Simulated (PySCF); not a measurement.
CH₃Cl₃Si, SMILES C[Si](Cl)(Cl)Cl. Atoms are numbered in the order given.

```xyz
8

C      0.0000     0.0000     2.1096
Si     0.0000     0.0000     0.2562
Cl     1.6747    -0.9669    -0.4648
Cl    -1.6747    -0.9669    -0.4648
Cl     0.0000     1.9338    -0.4648
H      0.8956     0.5171     2.4865
H     -0.8956     0.5171     2.4865
H      0.0000    -1.0342     2.4865
```

Geometry optimised at B3LYP-D3(BJ)/def2-SVP. The isomer is the one that the SMILES or the coordinates give; other isomers of the formula were not compared.

Two levels are set side by side: PBE/pcSseg-1 (PySCF) and B3LYP/pcSseg-1 (PySCF). GIAO shifts against HCl (³⁵Cl), TMS (²⁹Si), TMS (¹H), TMS (¹³C) at the same level; non-relativistic, no solvent, atoms listed together averaged. Without spin–orbit terms, shifts of atoms bonded to Cl or Br come out too high at both levels. Differences are taken from unrounded values.

```json
[
 {"quantity": "δ(¹³C) of C1 (ppm)", "PBE": "15.6"},
 {"quantity": "δ(²⁹Si) of Si2 (ppm)", "PBE": "47.4"},
 {"quantity": "δ(³⁵Cl) of Cl3, Cl4, Cl5 (ppm)", "PBE": "176.0"},
 {"quantity": "δ(¹H) of H6, H7, H8 (ppm)", "PBE": "1.20"}
]
```

**Question.** These are the PBE values. What does B3LYP give? (The exact figures need the calculation; the answer reports its results.)

**Answer.** 
| quantity | B3LYP | PBE minus B3LYP |
|---|---|---|
| δ(¹³C) of C1 (ppm) | 14.9 | 0.7 |
| δ(²⁹Si) of Si2 (ppm) | 46.6 | 0.8 |
| δ(³⁵Cl) of Cl3, Cl4, Cl5 (ppm) | 149.1 | 27.0 |
| δ(¹H) of H6, H7, H8 (ppm) | 1.18 | 0.02 |

Rough cost on one machine, each run with all the roots and properties that it gave: B3LYP against PBE within a factor of 2.
